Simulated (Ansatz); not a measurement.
Geometry optimisation, Ansatz 0.2.0, RKS PBE/def2-SVP.

Input file:

```yaml
crystal:
  periodic: [false, false, false]
  atoms:
    - { symbol: Ta, position_ang: [-0.716373, -0.468851, -0.079106] }
    - { symbol: Cl, position_ang: [2.849598, -0.026466, -0.86264] }
    - { symbol: O, position_ang: [0.095583, -0.169091, 1.661785] }
    - { symbol: H, position_ang: [0.71765, -0.869684, 1.939697] }
    - { symbol: O, position_ang: [-0.127326, -0.09085, -1.847426] }
    - { symbol: H, position_ang: [0.797804, 0.045693, -2.144239] }
    - { symbol: O, position_ang: [-1.485652, 1.246542, 0.203338] }
    - { symbol: H, position_ang: [-1.528409, 1.965582, 0.858209] }
    - { symbol: Cl, position_ang: [-2.659426, -1.737527, -0.074799] }
    - { symbol: F, position_ang: [0.480119, -1.999041, -0.031445] }
    - { symbol: H, position_ang: [2.382131, -1.240708, -0.545674] }
basis:
  gaussian: { orbitals: def2-SVP }
hamiltonian:
  xc: pbe
relax:
  f_tol: 0.03
  max_steps: 50
output:
  orbitals: {}
```

Command:

```bash
$ ansatz run input.yaml --threads 4 --pin off --max-ram 5120MiB --backend cpu --events-out ev --progress --plain --runs-dir out
```

Where does it end, and by what steps?

It converged. After 16 steps the energy has fallen by 0.235 eV; Cl2 moved furthest, 1.58 Å.

```tsv
step	energy less start (eV)	largest force component (eV/Å)	accepted
0	0.0000	0.774	yes
1	-0.0280	0.871	yes
2	-0.0657	0.615	yes
3	-0.1024	0.489	yes
4	-0.1341	0.456	yes
5	-0.1628	0.465	yes
6	-0.1861	0.394	yes
7	-0.2036	0.160	yes
8	-0.2135	0.178	yes
9	-0.2185	0.188	yes
10	-0.2183	0.364	no
11	-0.2239	0.103	yes
12	-0.2290	0.099	yes
13	-0.2298	0.267	yes
14	-0.2332	0.159	yes
15	-0.2347	0.134	yes
16	-0.2355	0.029	yes
```

```xyz
11
Properties=species:S:1:pos:R:3
Ta -0.618 -0.243 0.136
Cl 2.855 -1.191 -1.935
O -0.005 0.021 1.941
H 0.760 -0.505 2.245
O 0.306 0.543 -1.316
H 1.168 0.228 -1.692
O -1.866 1.148 0.325
H -2.458 1.868 0.584
Cl -2.186 -1.903 -0.365
F 0.782 -1.647 0.128
H 2.068 -1.663 -0.974
```

Whether the end is a true minimum wasn't checked by a vibrational analysis.

Time of the run: 33 s on 4 threads of AMD EPYC 7B13 (Zen 3) (shared host), peak memory 0.24 GiB.
